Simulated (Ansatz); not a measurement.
GeNH4O (SMILES [NH][GeH2][OH]): the vertical electron affinity from total energies

GeNH4O: 7 atoms, total charge 0, spin state doublet. As SMILES, `[NH][GeH2][OH]`. Geometry: relaxed at PBE0-D4/def2-TZVP. This is one conformer, not always the lowest.

Both states at this one shape; open shells run unrestricted unless said. 1 Eh = 27.2114 eV.

| level | program | doublet GeNH4O (Eh) | singlet GeNH4O− (Eh) |
| --- | --- | --- | --- |
| UHF/def2-SVPD | Ansatz | -2206.631492 | -2206.626806 |
| UB3LYP/def2-SVPD | Ansatz | -2209.034966 | -2209.091973 |
| U-wB97X/def2-SVPD | Ansatz | -2208.995327 | -2209.049575 |
| UCCSD(T)/def2-SVPD, 11 core orbitals frozen | Ansatz | -2207.253041 | -2207.306657 |

**Question.** Work out the vertical electron affinity, E(N) − E(N+1), at each level.

**Answer.** 
1. UHF/def2-SVPD: -2206.631492 − (-2206.626806) = -0.004686 Eh = -0.13 eV.
2. UB3LYP/def2-SVPD: -2209.034966 − (-2209.091973) = 0.057007 Eh = 1.55 eV.
3. U-wB97X/def2-SVPD: -2208.995327 − (-2209.049575) = 0.054248 Eh = 1.48 eV.
4. UCCSD(T)/def2-SVPD: -2207.253041 − (-2207.306657) = 0.053616 Eh = 1.46 eV.

No measured value is set beside it here; the levels span -0.13 to 1.55 eV. Hartree–Fock favours the state with fewer electron pairs, since it lacks pair correlation. All-electron rows are non-relativistic unless named. A negative affinity means an unbound electron, and its size is set by the basis.
